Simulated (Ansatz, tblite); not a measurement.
Removing and adding an electron: the cluster MgSe2. The state is a singlet with charge 0. Geometry: PBE-D4/def2-TZVP. Ansatz, gas phase; energy differences of separate SCF runs; the oxidised species was run as a doublet alone; the reduced species was run as a doublet alone.

Cartesian coordinates in Å:
```
Mg -1.204 -0.232 0.530
Se 0.885 -1.140 -0.172
Se 0.319 1.373 -0.358
```

The xTB rows come from tblite. Correlated methods freeze 19 core orbitals; core or outer-core shells of Mg, Se are correlated, in sets that lack core-valence functions. In CCSD on the charge 1 doublet the largest single amplitude is 0.29, so its Hartree–Fock determinant may place the open shell otherwise than the density functionals do. At PBE0-D4/def2-TZVP a triplet of charge 0 lies 0.10 eV below the restricted singlet, each at its own geometry. The structure comes from a short search, and lower isomers may exist.

Problem. Estimate orbital energies and vertical ionisation energies and electron affinities at: GFN1-xTB; GFN2-xTB; HF/def2-TZVPP; PBE-D4/def2-TZVP; PBE-D4/def2-TZVPD; r2SCAN-D4/def2-TZVP; r2SCAN-D4/def2-TZVPD; PBE0-D4/def2-TZVP; PBE0-D4/def2-TZVPD; MP2/def2-TZVPP; CCSD/def2-TZVPP; CCSD(T)/def2-TZVPP.

Solution. 
| level | −HOMO (eV) | vertical IE (eV) | −LUMO (eV) | vertical EA (eV) | HOMO–LUMO gap (eV) | IE − EA (eV) | remarks |
| --- | --- | --- | --- | --- | --- | --- | --- |
| GFN1-xTB | 9.05 | 13.02 | 8.13 | 4.50 | 0.92 | 8.51 | – |
| GFN2-xTB | 9.73 | 12.46 | 8.55 | 5.89 | 1.17 | 6.57 | – |
| HF/def2-TZVPP | – | 6.56 | – | – | – | – | spin-contaminated (⟨S²⟩ 0.84) (+1 doublet) |
| PBE-D4/def2-TZVP | 4.34 | 7.14 | 4.16 | – | 0.18 | – | – |
| PBE-D4/def2-TZVPD | 4.38 | – | 4.18 | 2.09 | 0.20 | – | HOMO above zero (-1 doublet) |
| r2SCAN-D4/def2-TZVP | 4.49 | 7.19 | 3.87 | – | 0.63 | – | – |
| r2SCAN-D4/def2-TZVPD | 4.52 | – | 3.87 | 2.20 | 0.64 | – | HOMO above zero (-1 doublet) |
| PBE0-D4/def2-TZVP | 5.33 | 7.25 | 3.56 | – | 1.77 | – | – |
| PBE0-D4/def2-TZVPD | 5.36 | – | 3.58 | 2.19 | 1.78 | – | – |
| MP2/def2-TZVPP | – | 7.55 | – | – | – | – | spin-contaminated (⟨S²⟩ 0.84) (+1 doublet) |
| CCSD/def2-TZVPP | – | 7.23 | – | – | – | – | spin-contaminated (⟨S²⟩ 0.84) (+1 doublet) |
| CCSD(T)/def2-TZVPP | – | 7.22 | – | – | – | – | spin-contaminated (⟨S²⟩ 0.84) (+1 doublet) |

   A HOMO above zero means that the electron is unbound at that level or that self-interaction error raises the level; the energy of removing that electron tells which. Raw xTB energy differences between charge states are shifted by several eV; the methods need an empirical correction for them.
